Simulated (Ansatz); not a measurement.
Ansatz results at the PBE0-D4/def2-TZVP geometry: size of the dipole moment (PBE/def2-TZVPP) 0.73 D; LUMO energy (PBE0/def2-TZVPP) -0.95 eV; LUMO energy (ωB97M-V/def2-TZVPP) 0.84 eV.

Each molecule was computed in one conformer, which needn't be the lowest.

**Question.** Which molecule gave them?
A. `C[SiH](N)BF`
B. `N[C@H]1O[Si@@H]1[SiH3]`
C. `NC#C[SiH2][SiH3]`
D. `[CH3][Al]([OH])[SeH]`

**Answer.** B. The others give `NC#C[SiH2][SiH3]`: 3.11, -0.03, 1.84; `C[SiH](N)BF`: 1.92, -1.46, 0.50; `[CH3][Al]([OH])[SeH]`: 0.65, -0.23, 1.27.
